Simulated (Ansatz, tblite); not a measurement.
Removing and adding an electron: Ge₂Te. The state is a singlet with charge 0. Geometry: PBE0-D4/def2-TZVP. Ansatz, gas phase; energy differences of separate SCF runs; the oxidised species was run as a doublet alone; the reduced species was run as a doublet alone.

```xyz
3

Ge    1.434    0.210    0.257
Ge   -1.003    0.644    0.864
Te   -0.431   -0.854   -1.122
```

In the def2 sets Te takes a core potential; there is no spin–orbit coupling. The xTB rows come from tblite. The structure comes from a short search, and lower isomers may exist.

```tsv
level	−HOMO (eV)	vertical IE (eV)	−LUMO (eV)	vertical EA (eV)	HOMO–LUMO gap (eV)	IE − EA (eV)	remarks
GFN1-xTB	9.09	11.46	8.16	6.27	0.93	5.19	–
GFN2-xTB	7.83	11.85	6.57	2.55	1.26	9.30	–
PBE-D4/def2-TZVP	4.84	7.51	3.86	–	0.99	–	–
PBE-D4/def2-TZVPD	4.88	–	3.90	1.55	0.99	–	HOMO above zero (-1 doublet)
r2SCAN-D4/def2-TZVP	5.09	7.56	3.88	–	1.21	–	–
r2SCAN-D4/def2-TZVPD	5.11	–	3.90	1.70	1.21	–	HOMO above zero (-1 doublet)
PBE0-D4/def2-TZVP	5.75	7.57	3.19	–	2.57	–	–
PBE0-D4/def2-TZVPD	5.78	–	3.22	1.59	2.55	–	HOMO above zero (-1 doublet)
```

   A HOMO above zero means that the electron is unbound at that level or that self-interaction error raises the level; the energy of removing that electron tells which. Raw xTB energy differences between charge states are shifted by several eV; the methods need an empirical correction for them.
